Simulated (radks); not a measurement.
The numbers below are computed, except where a source is named.
Question: Species: K X. Configuration: [Ne]. Level of theory: Dirac Kohn-Sham, BLYP, spin-unpolarised, spherical densities, finite nucleus; Fermi nuclear charge, rms radius 3.4349 fm (a radial shooting solver on a logarithmic mesh with Libxc functionals).

Spin-orbit splittings of the eigenvalues, e(l+1/2) - e(l-1/2), with zeta = 2 splitting/(2l+1) and mean radii in bohr:

| shell | occ. | splitting (eV) | zeta (eV) | <r> j=l-1/2 | <r> j=l+1/2 |
|---|---|---|---|---|---|
| 2p | 6 | ? | ? | 0.3420 | 0.3444 |
| 3p | 0 | 0.5406 | 0.3604 | 1.048 | 1.052 |

Estimate the 2p splitting.

Answer: 3.006 eV (zeta = 2.004 eV).
